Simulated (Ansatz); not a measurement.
A nudged elastic band was laid between two geometries of ClH2InO2 + H2 (8 atoms, charge 0, multiplicity 1).

The calculation used Ansatz 0.2.0, RKS PBE/def2-SVP.

```json
{
 "movable images": "7",
 "climbing image": "yes",
 "spring": "2.0 to 10.0 eV/Å², energy-weighted",
 "optimiser": "quadratic models (default)",
 "start path": "through a guess of the saddle point",
 "force threshold": "0.05 eV/Å",
 "iteration limit": "60",
 "end points": "relaxed"
}
```

First end point:

```xyz
8
Properties=species:S:1:pos:R:3
In -0.150 -0.355 -0.046
O 0.012 -0.444 1.969
H -0.888 -0.393 2.351
O 1.468 -0.477 -1.231
H 2.252 -0.608 -0.659
Cl -2.272 -0.144 -1.050
H 0.244 2.634 1.091
H 0.222 2.002 1.535
```

Last end point:

```xyz
8
Properties=species:S:1:pos:R:3
In 0.294 0.866 -0.207
O -0.033 0.087 2.045
H -0.887 -0.326 1.754
O 1.836 -0.247 -0.876
H 1.526 -1.161 -1.030
Cl -1.816 -0.366 -0.366
H 0.261 2.575 -0.033
H -0.293 0.789 2.674
```

**Question.** What changes between the two ends?

**Answer.** Bonds broken: H7–H8. Bonds formed: In1–H7, O2–H8. ClH2InO2 + H2 becomes ClH4InO2.

**Question.** Give the energies along the band, and the barrier.

**Answer.** The run converged. The highest image is number 5 of 0 to 8, 0.55 eV above the first end and 1.40 eV above the last; the last end lies 0.85 eV below the first. Beside the main top the profile has a ripple of under 15 meV (maxima at images 1, 5), which may be a very shallow well or noise. Another band between the same ends (7 images) ends at a top of the same energy, where a vibrational analysis finds 1 clearly imaginary mode. The orbitals stay closed-shell, which can raise the energy where a bond breaks towards radicals; this wasn't checked here.

```csv
image,path coordinate (Å),energy (eV),H7–H8 (Å),In1–H7 (Å),O2–H8 (Å)
0,0.00,0.00,0.77,3.22,2.49
1,1.61,0.01,0.77,2.72,3.58
2,3.22,0.00,0.77,2.72,3.25
3,4.62,0.03,0.78,2.73,2.20
4,5.13,0.32,0.82,2.32,1.71
5,5.46,0.55,0.97,2.09,1.37
6,5.78,0.17,1.27,1.94,1.10
7,6.48,-0.55,2.04,1.75,0.98
8,8.05,-0.85,3.29,1.72,0.98
```

**Question.** What is the geometry of the highest image?

**Answer.** 
```xyz
8
Properties=species:S:1:pos:R:3:forces:R:3
In 0.080 0.108 0.038 0.00 0.00 0.00
O -0.058 0.159 2.180 0.00 0.00 0.00
H -0.913 -0.125 2.565 0.00 0.00 0.00
O 1.883 -0.433 -0.673 0.00 0.00 0.00
H 1.789 -0.674 -1.616 0.00 0.00 0.00
Cl -1.974 -0.258 -1.082 0.00 0.00 0.00
H 0.111 2.013 0.895 0.00 0.00 0.00
H -0.031 1.427 1.653 0.00 0.00 0.00
```

Run time: 4 min on 2 threads of Arm Neoverse V1 (shared host), peak memory 0.14 GiB.
